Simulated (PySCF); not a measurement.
# Two-photon absorption: `CN(C)/C=C(\F)C=[N+](C)C`, [C₇H₁₄FN₂]+, charge +1

Geometry:
| atom | x (Å) | y (Å) | z (Å) |
| --- | --- | --- | --- |
| C1 | -3.184 | -0.854 | 0.670 |
| N2 | -2.630 | 0.195 | -0.182 |
| C3 | -3.589 | 1.086 | -0.816 |
| C4 | -1.338 | 0.356 | -0.384 |
| C5 | -0.270 | -0.381 | 0.127 |
| F6 | -0.497 | -1.416 | 0.946 |
| C7 | 1.034 | -0.031 | -0.220 |
| N8 | 2.171 | -0.587 | 0.144 |
| C9 | 2.250 | -1.746 | 1.030 |
| C10 | 3.436 | -0.054 | -0.335 |
| H11 | -2.817 | -0.755 | 1.700 |
| H12 | -4.275 | -0.759 | 0.671 |
| H13 | -2.914 | -1.849 | 0.289 |
| H14 | -4.280 | 0.508 | -1.448 |
| H15 | -4.175 | 1.616 | -0.050 |
| H16 | -3.070 | 1.823 | -1.439 |
| H17 | -1.067 | 1.184 | -1.044 |
| H18 | 1.129 | 0.828 | -0.890 |
| H19 | 1.810 | -1.519 | 2.010 |
| H20 | 3.305 | -2.007 | 1.166 |
| H21 | 1.725 | -2.606 | 0.594 |
| H22 | 3.263 | 0.810 | -0.988 |
| H23 | 4.059 | 0.262 | 0.515 |
| H24 | 3.981 | -0.825 | -0.901 |

Total charge +1.

Theory: TDDFT CAM-B3LYP/def2-SVPD excited states, vertical, gas phase (PySCF). Geometry: PBE0-D3(BJ)/def2-SVP.

Singlets 7 and 8 lie within 0.01 eV of each other, so their separate moments and overlaps can depend on how they mix.

Question: How strongly do the lowest singlets absorb one photon, and two photons of half the energy?

Answer: δ for parallel linear polarisation; σ at the peak of a Lorentzian of half width 0.1 eV, single beam; Ω is circular over linear.
| state | E (eV) | f | photon λ (nm) | δ (au) | σ (GM) | Ω | main |
| --- | --- | --- | --- | --- | --- | --- | --- |
| S1 | 4.43 | 0.916 | 560 | 43 | 0.31 | 1.50 | HOMO→LUMO 0.98 |
| S2 | 5.74 | 0.017 | 432 | 0.63 | 0.01 | 1.50 | HOMO→LUMO+1 0.92 |
| S3 | 7.01 | 0.016 | 354 | 14.2 | 0.26 | 1.50 | HOMO→LUMO+3 0.88 |
| S4 | 7.09 | 0.000 | 350 | 512 | 9.44 | 1.50 | HOMO→LUMO+2 0.90 |
| S5 | 7.14 | 0.003 | 347 | 16.2 | 0.30 | 1.14 | HOMO→LUMO+4 0.95 |
| S6 | 7.26 | 0.040 | 341 | 1290 | 24.89 | 0.57 | HOMO−1→LUMO 0.95 |

Among these, the strongest one-photon state is S1, the strongest two-photon state S6.
